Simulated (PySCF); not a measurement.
A geometry optimisation, step by step.

Compound: C2H6BNSi.
Bonds: N1–B2, B2–C3, C3–C4 (triple), C4–Si5. Hydrogens: H6, H7 on N1; H8 on B2; H9, H10, H11 on Si5.

Method: PBE0-D3(BJ)/def2-SVP geometry optimisation, gas phase (PySCF 2.14.0); density fitting, grid level 1; the optimiser is geomeTRIC in internal coordinates, started from a GFN2-xTB structure with every atom displaced at random (about 0.01 Å). 7 of its 8 geometries are shown. The frame can shift and turn from step to step; on so coarse a grid that alone can change the energy by a few meV, and forces under 0.02 eV/Å are noise.

Step 0: E = -12201.0022 eV, largest atomic force 4.631 eV/Å
```
atom  x, y, z in Å  |  force x, y, z in eV/Å
N1     -2.575    0.490    0.793   -1.504   0.670   0.775
B2     -1.883   -0.159   -0.187    0.584   0.078   0.168
C3     -0.379   -0.162   -0.126    4.629  -0.088   0.097
C4      0.886   -0.173   -0.076   -4.207   0.001  -0.215
Si5     2.692   -0.220   -0.019   -0.233   0.198   0.787
H6     -2.167    1.015    1.549    0.361   0.026   0.134
H7     -3.591    0.560    0.813    0.233  -0.145  -0.139
H8     -2.429   -0.707   -1.053   -0.703  -0.563  -0.880
H9      3.223   -0.013   -1.342    0.457   0.099  -0.932
H10     3.158    0.860    0.885    0.168   0.131   0.096
H11     3.104   -1.518    0.532    0.214  -0.408   0.110
```

Step 1: E = -12201.1522 eV, largest atomic force 0.622 eV/Å
```
atom  x, y, z in Å  |  force x, y, z in eV/Å
N1     -2.642    0.564    0.889    0.021   0.130   0.054
B2     -1.866   -0.073   -0.069    0.004  -0.010  -0.012
C3     -0.333   -0.087   -0.025    0.303  -0.334  -0.391
C4      0.878   -0.248   -0.171   -0.358   0.329   0.389
Si5     2.705   -0.295   -0.116    0.009   0.018   0.033
H6     -2.258    1.092    1.661    0.035  -0.018   0.042
H7     -3.650    0.581    0.842   -0.062  -0.018   0.002
H8     -2.421   -0.647   -0.976   -0.022  -0.018  -0.016
H9      3.273   -0.093   -1.475    0.036  -0.013  -0.086
H10     3.201    0.789    0.784    0.006   0.006  -0.006
H11     3.151   -1.608    0.427    0.028  -0.072  -0.008
```

Step 2: E = -12201.1687 eV, largest atomic force 0.534 eV/Å
```
atom  x, y, z in Å  |  force x, y, z in eV/Å
N1     -2.603    0.567    0.885   -0.141   0.034  -0.050
B2     -1.888   -0.093   -0.107    0.097   0.101   0.178
C3     -0.354   -0.113   -0.062   -0.054  -0.322  -0.423
C4      0.860   -0.247   -0.170    0.121   0.237   0.306
Si5     2.689   -0.283   -0.097   -0.005  -0.036  -0.038
H6     -2.162    1.068    1.646    0.002  -0.025  -0.004
H7     -3.613    0.613    0.887   -0.007  -0.001   0.026
H8     -2.474   -0.659   -1.002   -0.012   0.028   0.035
H9      3.266   -0.086   -1.459    0.001  -0.011  -0.007
H10     3.177    0.806    0.801   -0.002  -0.003  -0.006
H11     3.141   -1.598    0.446    0.000  -0.003  -0.016
```

Step 4: E = -12201.1966 eV, largest atomic force 0.124 eV/Å
```
atom  x, y, z in Å  |  force x, y, z in eV/Å
N1     -2.574    0.582    0.879   -0.034  -0.066  -0.036
B2     -1.904   -0.105   -0.130    0.042   0.051   0.079
C3     -0.369   -0.171   -0.131   -0.036  -0.009  -0.017
C4      0.855   -0.226   -0.135    0.051   0.029   0.054
Si5     2.686   -0.272   -0.079   -0.009  -0.064  -0.106
H6     -2.107    1.046    1.648    0.034  -0.007  -0.043
H7     -3.583    0.639    0.917   -0.003   0.002  -0.011
H8     -2.543   -0.648   -1.002   -0.006   0.018   0.011
H9      3.246   -0.091   -1.454   -0.025   0.011   0.051
H10     3.196    0.816    0.806    0.004  -0.001   0.008
H11     3.137   -1.595    0.451   -0.017   0.036   0.011
```

Step 5: E = -12201.1983 eV, largest atomic force 0.080 eV/Å
```
atom  x, y, z in Å  |  force x, y, z in eV/Å
N1     -2.579    0.578    0.878    0.007  -0.021   0.018
B2     -1.901   -0.105   -0.125   -0.005  -0.005  -0.025
C3     -0.368   -0.167   -0.122    0.074   0.003   0.004
C4      0.858   -0.217   -0.122   -0.075   0.015   0.022
Si5     2.686   -0.274   -0.083    0.001  -0.013  -0.029
H6     -2.106    1.047    1.640   -0.009   0.014   0.005
H7     -3.587    0.635    0.915   -0.003   0.009  -0.003
H8     -2.537   -0.647   -0.999    0.001  -0.003  -0.004
H9      3.235   -0.090   -1.458   -0.001   0.008  -0.004
H10     3.208    0.810    0.801    0.008   0.001   0.004
H11     3.131   -1.596    0.446    0.002  -0.007   0.012
```

Step 6: E = -12201.1989 eV, largest atomic force 0.041 eV/Å
```
atom  x, y, z in Å  |  force x, y, z in eV/Å
N1     -2.586    0.576    0.880    0.000   0.004   0.028
B2     -1.897   -0.102   -0.119   -0.008  -0.015  -0.038
C3     -0.364   -0.159   -0.110    0.004   0.010   0.011
C4      0.861   -0.209   -0.110   -0.011   0.005   0.008
Si5     2.689   -0.277   -0.088    0.004   0.007   0.012
H6     -2.125    1.053    1.644    0.001   0.004   0.005
H7     -3.595    0.629    0.905   -0.006   0.006  -0.002
H8     -2.525   -0.646   -0.997    0.002  -0.007  -0.004
H9      3.225   -0.091   -1.468    0.004   0.001  -0.018
H10     3.226    0.802    0.794    0.004  -0.001  -0.002
H11     3.131   -1.601    0.438    0.004  -0.012   0.001
```

Step 7: E = -12201.1992 eV, largest atomic force 0.024 eV/Å
```
atom  x, y, z in Å  |  force x, y, z in eV/Å
N1     -2.593    0.574    0.882    0.000   0.009   0.009
B2     -1.895   -0.100   -0.114   -0.007  -0.007  -0.016
C3     -0.361   -0.151   -0.097    0.006   0.004   0.004
C4      0.863   -0.200   -0.096   -0.008   0.000   0.000
Si5     2.692   -0.278   -0.093    0.002   0.010   0.021
H6     -2.138    1.055    1.647   -0.001  -0.001   0.003
H7     -3.602    0.627    0.899    0.001   0.001   0.002
H8     -2.516   -0.647   -0.996    0.004  -0.003  -0.001
H9      3.214   -0.093   -1.478    0.002  -0.005  -0.010
H10     3.247    0.795    0.785   -0.001  -0.002  -0.005
H11     3.130   -1.606    0.429    0.002  -0.005  -0.009
```

**Question.** Summarise the path.

**Answer.** The energy falls by 4.54 kcal/mol from step 0 to step 7; nine tenths of that is first reached at step 3. It falls at every step. The largest force goes from 4.631 to 0.024 eV/Å. Among the bonds Si5–H9 changes most, from 1.441 to 1.492 Å; the atoms move by 0.044 Å rms after alignment.

**Question.** Follow the three bonds and two angles with the largest change from start to end.

**Answer.** 
| step | E above end (kcal/mol) | largest force (eV/Å) | Si5–H9 (Å) | B2–H8 (Å) | C3≡C4 (Å) | H6–N1–H7 (°) | N1–B2–H8 (°) |
| --- | --- | --- | --- | --- | --- | --- | --- |
| 0 | 4.54 | 4.631 | 1.441 | 1.161 | 1.266 | 110.8 | 121.5 |
| 1 | 1.08 | 0.622 | 1.487 | 1.209 | 1.230 | 114.0 | 118.7 |
| 2 | 0.70 | 0.534 | 1.492 | 1.210 | 1.226 | 114.3 | 120.1 |
| 3 | 0.23 | 0.662 | 1.499 | 1.210 | 1.221 | 114.8 | 119.3 |
| 4 | 0.06 | 0.124 | 1.496 | 1.209 | 1.226 | 113.9 | 119.3 |
| 5 | 0.02 | 0.080 | 1.492 | 1.209 | 1.226 | 114.4 | 119.1 |
| 6 | 0.01 | 0.041 | 1.491 | 1.209 | 1.226 | 114.3 | 118.9 |
| 7 | 0.00 | 0.024 | 1.492 | 1.209 | 1.226 | 114.3 | 119.0 |

What follows is the cost of the whole optimisation. Time: 22 s; peak memory 0.41 GiB. Hardware: one thread of an Arm Neoverse V2, no GPU, on a shared host.
